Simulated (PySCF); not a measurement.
C4H9AlO, SMILES C=C[CH2][AlH][O]C.

The structure is a stationary point at B3LYP-D3(BJ)/def2-SVP. The structure was generated by enumeration; whether it is a known compound was not checked. One conformer was computed; it need not be the lowest.

The numbers are results of B3LYP-D3(BJ)/def2-SVP run with PySCF, not measurements.

Frequencies are harmonic and unscaled.

Computed normal modes with their intensities:
| mode | ν (cm⁻¹) | IR (km/mol) | moving atoms (share of kinetic energy) |
|---|---|---|---|
| 1 | 44 | 2.2 | C 69 %, H 21 % |
| 2 | 76 | 1.3 | H 59 %, C 21 %, Al 19 % |
| 3 | 92 | 0.7 | H 59 %, C 21 %, Al 15 % |
| 4 | 110 | 2.4 | C 35 %, H 30 %, Al 19 %, O 16 % |
| 5 | 125 | 6.5 | O 61 %, H 25 %, C 11 % |
| 6 | 183 | 9.6 | C 33 %, H 32 %, O 26 %, Al 8 % |
| 7 | 247 | 7.4 | H 42 %, C 31 %, Al 18 %, O 9 % |
| 8 | 420 | 0.9 | H 53 %, C 47 % |
| 9 | 477 | 102.7 | H 79 %, Al 17 % |
| 10 | 556 | 7.0 | C 42 %, H 39 %, Al 15 % |
| 11 | 624 | 156.6 | H 71 %, C 13 %, Al 11 % |
| 12 | 674 | 10.7 | H 52 %, C 23 %, O 15 %, Al 10 % |
| 13 | 733 | 11.2 | H 52 %, C 34 %, Al 12 % |
| 14 | 775 | 183.3 | H 41 %, Al 35 %, C 19 % |
| 15 | 903 | 41.6 | H 72 %, C 28 % |
| 16 | 933 | 24.9 | C 57 %, H 43 % |
| 17 | 997 | 12.2 | H 76 %, C 23 % |
| 18 | 1029 | 54.2 | H 87 %, C 12 % |
| 19 | 1045 | 22.4 | H 72 %, C 28 % |
| 20 | 1178 | 88.0 | H 60 %, C 24 %, O 15 % |
| 21 | 1189 | 1.2 | H 76 %, C 19 % |
| 22 | 1193 | 19.9 | H 62 %, C 38 % |
| 23 | 1236 | 316.5 | O 50 %, C 30 %, H 17 % |
| 24 | 1310 | 0.6 | H 79 %, C 21 % |
| 25 | 1411 | 3.7 | H 89 %, C 11 % |
| 26 | 1438 | 6.0 | H 83 %, C 17 % |
| 27 | 1473 | 1.1 | H 97 % |
| 28 | 1479 | 1.2 | H 96 % |
| 29 | 1485 | 27.2 | H 89 %, C 10 % |
| 30 | 1668 | 25.3 | C 83 %, H 16 % |
| 31 | 1943 | 160.1 | H 96 % |
| 32 | 2973 | 114.7 | H 97 % |
| 33 | 3042 | 56.7 | H 91 %, C 9 % |
| 34 | 3055 | 46.1 | H 90 %, C 10 % |
| 35 | 3062 | 4.5 | H 95 % |
| 36 | 3123 | 7.1 | H 93 % |
| 37 | 3133 | 2.6 | H 94 % |
| 38 | 3147 | 7.1 | H 90 %, C 10 % |
| 39 | 3233 | 7.3 | H 89 %, C 11 % |
